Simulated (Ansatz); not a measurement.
Consider the substitution at a C–B bond: `CBBN` + `C=C[Si](N)(O)F` → `C=C[Si](N)(F)OC` + `BBN`.

Gas-phase electronic energies from Ansatz, PBE0-D4/def2-TZVP geometries. CCSD(T)/CBS is the MP2 limit (def2-TZVPP, def2-QZVPP) plus CCSD(T) − MP2 in def2-TZVPP, frozen cores. DFT in def2-TZVPP. Each species was taken in one conformer, which may not be the lowest.

```
        level  ΔE (kJ/mol)
      ωB97X-V         94.9
HF/def2-QZVPP         85.2
```

(1) What does CCSD(T)/CBS give? (Best estimate.)

Largest T1 diagnostic among the species: 0.013.

## Answers

(1) The calculation gave: +102.6 kJ/mol. The listed levels differ from it by -7.7, -17.4 kJ/mol.

In def2-TZVPP, CCSD(T) changes the Hartree–Fock value by +14.1 kJ/mol (the triples alone add +1.2 kJ/mol) and MP2 by +19.9 kJ/mol.
